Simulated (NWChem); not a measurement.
CH₃Si cation

```xyz
5

C     -0.0830     0.0000     1.0446
Si     0.3392     0.0000    -0.6195
H      0.0168    -0.9243     1.6401
H      0.0168     0.9243     1.6401
H     -0.4626     0.0000    -1.8734
```
Atoms are numbered in this order, from 1.

Geometry: optimised at PBE0/def2-SVP.

 Unshifted, non-relativistic core excitations; the lowest 4 roots alone, so stronger bands may lie above.

Task: List the first Si K-edge excitations from B3LYP/def2-TZVP, restricted-window TDA (NWChem).

Result: 
| state | energy (eV) | dipole oscillator strength | leading excitation (squared amplitude) |
|---|---|---|---|
| S1 | 1795.4 | 0.0084 | 1s of atom 2 or its equivalents → LUMO+1 (0.99) |
| S2 | 1795.7 | 0.0022 | 1s of atom 2 or its equivalents → LUMO (1.00) |
| S3 | 1799.9 | 0.0019 | 1s of atom 2 or its equivalents → LUMO+2 (0.98) |
| S4 | 1802.2 | 0.0026 | 1s of atom 2 or its equivalents → LUMO+3 (0.93) |
